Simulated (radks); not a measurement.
The numbers below are computed, except where a source is named.
K V, 15 electrons, occupied as [Ne] 3s2 3p3 (the NIST ground configuration).

Level of theory: Dirac Kohn-Sham, LDA (Slater exchange, Perdew-Wang correlation), spin-unpolarised, spherical densities, finite nucleus; open shells fill j = l - 1/2 first; Fermi nuclear charge, rms radius 3.4349 fm (a radial shooting solver on a logarithmic mesh with Libxc functionals).

Energy parts (hartree):
total: -595.19231
kinetic: 599.09126
electron-nucleus: -1385.50254
Hartree: 221.19321
exchange-correlation: -29.97423

Orbitals (lengths in bohr, moments of r in powers of bohr; r(max) is where P^2 peaks; r(90%) holds 90 % of the orbital's charge):
orbital,occ.,eigenvalue (hartree),<r^4>,r(90%),r(max),<1/r>
1s1/2,2,-131.4576,0.0002029,0.145,0.05314,18.67
2s1/2,2,-15.27018,0.05659,0.605,0.3186,3.804
2p1/2,2,-12.69993,0.04731,0.576,0.2606,3.734
2p3/2,4,-12.59314,0.04846,0.579,0.2626,3.698
3s1/2,2,-3.28341,3.812,1.73,1.036,1.200
3p1/2,2,-2.63584,5.101,1.87,1.074,1.105
3p3/2,1,-2.62236,5.186,1.88,1.079,1.099

The highest occupied level is 3p3/2 at -71.358 eV. The density falls to 0.001 e/bohr^3 at r = 2.72 bohr. Summed over all electrons, <r^2> = 9.756 bohr^2, which gives a Langevin (diamagnetic) susceptibility term of -7.73 x 10^-6 cm^3/mol. For comparison, the ionisation energy in NIST's Atomic Spectra Database is 82.7 eV (semi-empirical). In exact Kohn-Sham theory the highest level is minus the ionisation energy, but local and semilocal functionals leave it too shallow, through self-interaction and a potential that decays too fast; potentials with the right tail come closer.

Beside tabulated values, note that spin-unpolarised runs miss the spin-polarisation part of the exchange energy of open shells.
